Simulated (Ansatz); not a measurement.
Compare A (`C[SiH2][SiH2]CF`) with its isomer B (`CC(F)([SiH3])[SiH3]`).

Gas-phase electronic energies from Ansatz, PBE0-D4/def2-TZVP geometries. CCSD(T)/CBS is the MP2 limit (def2-TZVPP, def2-QZVPP) plus CCSD(T) − MP2 in def2-TZVPP, frozen cores. DFT in def2-TZVPP. Each species was taken in one conformer, which may not be the lowest.

Q: Which is lower in electronic energy at CCSD(T)/CBS, and by how much? (Best estimate.)

A: Ansatz gave: A, by 44.2 kJ/mol.

Q: Give E(B) − E(A) in kJ/mol with CCSD(T)/def2-TZVPP, HF/def2-TZVPP, MP2/def2-TZVPP, CCSD/def2-TZVPP, PBE0-D4, B2PLYP, PBE-D4. (An estimate is asked.)

A: Ansatz gave: CCSD(T)/def2-TZVPP 44.2, HF/def2-TZVPP 47.3, MP2/def2-TZVPP 41.2, CCSD/def2-TZVPP 45.7, PBE0-D4 55.4, B2PLYP 46.9, PBE-D4 54.6. None reverses the order clearly.

Largest T1 diagnostic: 0.012.

The D4 term adds −5.3 kJ/mol with B3LYP and −2.5 kJ/mol with PBE0; it sums over pairs of atoms, weighted by their polarisabilities, and B3LYP, whose exchange is more repulsive, gets the larger term. In def2-TZVPP, CCSD(T) changes the Hartree–Fock value by −3.1 kJ/mol (the triples alone add −1.5 kJ/mol) and MP2 by −6.1 kJ/mol.

B3LYP here is the variant with VWN-RPA as its local correlation; programs differ in this.
